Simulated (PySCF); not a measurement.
## Nuclear quadrupole coupling in `N[Si@]([SiH3])(P)C(F)(F)F`

CH7F3NPSi2.
Cartesian coordinates in Å at the GFN2-xTB level; atoms count from 1:
```xyz
15
CH7F3NPSi2 angstrom
N      0.699    0.871    1.589
Si    -0.098    0.279    0.178
Si     1.435    0.134   -1.576
P     -2.200    1.084   -0.061
C     -0.480   -1.530    0.801
F     -1.359   -2.173    0.001
F      0.620   -2.313    0.838
F     -1.004   -1.570    2.041
H      0.380    0.592    2.506
H      1.048    1.815    1.619
H      1.920    1.485   -1.876
H      2.585   -0.715   -1.274
H      0.787   -0.371   -2.790
H     -2.521    0.280   -1.144
H     -1.816    2.141   -0.874
```

Field gradients from the PBE0/pcSseg-1 density (PySCF, non-relativistic), principal values in atomic units, ordered |Vxx| ≤ |Vyy| ≤ |Vzz|:

| atom | Vxx | Vyy | Vzz |
| --- | --- | --- | --- |
| N1 | 0.3639 | 0.5856 | -0.9496 |

Task: Find the asymmetry η = (Vxx − Vyy)/Vzz and the couplings χ = eQV/h (234.96 MHz × Q in barn × V in au), with Q(14N) = 0.02044 b.

Result: 
```tsv
atom	environment	nucleus	η	χzz (MHz)	χxx (MHz)	χyy (MHz)
N1	silicon-bound nitrogen	14N	0.23	-4.560	1.748	2.813
```

Task: What is Vzz at N1 in SI units (1 au = 9.71736 × 10²¹ V/m²)?

Result: -0.9496 au = -9.227 × 10²¹ V/m².

Task: And the gradient at the other heavy atoms, for which no coupling is worked out here?

Result: 
```csv
atom,environment,Vzz (au),η
Si2,four-coordinate silicon,0.266,0.93
Si3,SiH3 silicon,0.130,0.50
P4,three-coordinate phosphorus,-0.890,0.39
C5,CF3 carbon,-0.554,0.01
F6,fluorine of a CF3 group,2.810,0.05
F7,fluorine of a CF3 group,2.831,0.05
F8,fluorine of a CF3 group,2.811,0.04
```

Task: What couplings would deuterons (Q(2H) = 0.00286 b) have in place of the hydrogens, at this geometry?

Result: 
| atom | bonded to | bond length (Å) | Vzz (au) | η | χzz (kHz) |
| --- | --- | --- | --- | --- | --- |
| H9 | N1 | 1.010 | 0.4184 | 0.17 | 281 |
| H10 | N1 | 1.007 | 0.4299 | 0.17 | 289 |
| H11 | Si3 | 1.467 | 0.1618 | 0.01 | 109 |
| H12 | Si3 | 1.461 | 0.1654 | 0.01 | 111 |
| H13 | Si3 | 1.466 | 0.1616 | 0.01 | 109 |
| H14 | P4 | 1.387 | 0.2100 | 0.06 | 141 |
| H15 | P4 | 1.387 | 0.2106 | 0.07 | 142 |

The structure is a single GFN2-xTB conformer in the gas phase; no vibrational or solvent corrections. GFN2-xTB bond lengths can be off by several hundredths of an ångström, more for odd bonds, and the gradients follow them. A larger basis could move these couplings by a tenth or more.

These values come from a run that also computed NMR shieldings. Hardware: an Arm Neoverse V2 with one thread, no GPU (shared host). Cost: 32 s.
